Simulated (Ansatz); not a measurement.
Molecule: dimethylgermane, C$_{2}$H$_{8}$Ge, charge 0, multiplicity 1. 
Structure (B3LYP-D3(BJ)/def2-TZVP (Ansatz, a quantum-chemistry and plane-wave program) minimum search):
```
Ge
H 1 1.5448
H 1 1.5448 2 108.00
C 1 1.9674 2 109.62 3 119.38
H 4 1.0897 1 110.72 2 -59.19
H 4 1.0902 5 108.59 1 121.06
H 4 1.0902 5 108.59 6 117.89
C 1 1.9674 2 109.62 3 -119.38
H 8 1.0897 1 110.72 2 59.19
H 8 1.0902 9 108.59 1 121.06
H 8 1.0902 9 108.59 10 117.89
```
Charge 0, spin multiplicity 1.

Quantity: vertical ionisation energy (to the doublet state of charge +1; each state is the SCF solution reached for its spin; for the doublet the Hartree-Fock reference is unstable and T1 is 0.017), in eV. Valence correlation only, unless marked. Open shells are spin-unrestricted. Spin-orbit coupling is left out. Frozen are the shells of the preceding noble gas and the d and f shells that filled before the atom's block. No relativistic terms. 

```
level                 program  vertical ionisation energy (eV)
--------------------  -------  -------------------------------
PBE/def2-TZVPD         Ansatz                            10.34
B3LYP/def2-TZVPD       Ansatz                            10.54
PBE0/def2-TZVPD        Ansatz                            10.55
CAM-B3LYP/def2-TZVPD   Ansatz                            10.68
RI-MP2/aug-cc-pVTZ     Ansatz                            10.97
CCSD(T)/aug-cc-pVTZ    Ansatz                            10.80
```
